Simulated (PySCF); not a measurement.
## Radial density of S⁺ (sulfur, charge +1)

r2SCAN, [Ne] 3s2 3p3, high-spin 4S determinant. Calculation: PySCF 2.14, in cc-pVDZ-DK; scalar relativity by spin-free X2C-1e.

| r (bohr) | 4πr²ρ (e/bohr) | 4πr²(ρα − ρβ) |
| --- | --- | --- |
| 0.00136 | 0.07251 | 0.0000 |
| 0.00229 | 0.1940 | 0.0000 |
| 0.00385 | 0.4972 | 0.0001 |
| 0.00648 | 1.247 | 0.0001 |
| 0.0109 | 2.978 | 0.0004 |
| 0.0183 | 6.510 | 0.0010 |
| 0.0308 | 12.18 | 0.0034 |
| 0.0518 | 17.61 | 0.0147 |
| 0.0872 | 17.11 | 0.0621 |
| 0.147 | 12.23 | 0.2050 |
| 0.247 | 15.22 | 0.3754 |
| 0.415 | 16.44 | 0.1844 |
| 0.698 | 5.773 | 0.1098 |
| 1.17 | 3.085 | 1.4439 |
| 1.97 | 2.431 | 1.5087 |
| 3.32 | 0.3281 | 0.2446 |
| 5.59 | 0.005104 | 0.0048 |

Densities and radii are taken from the X2C orbitals without a picture-change correction, which distorts them close to the nucleus.
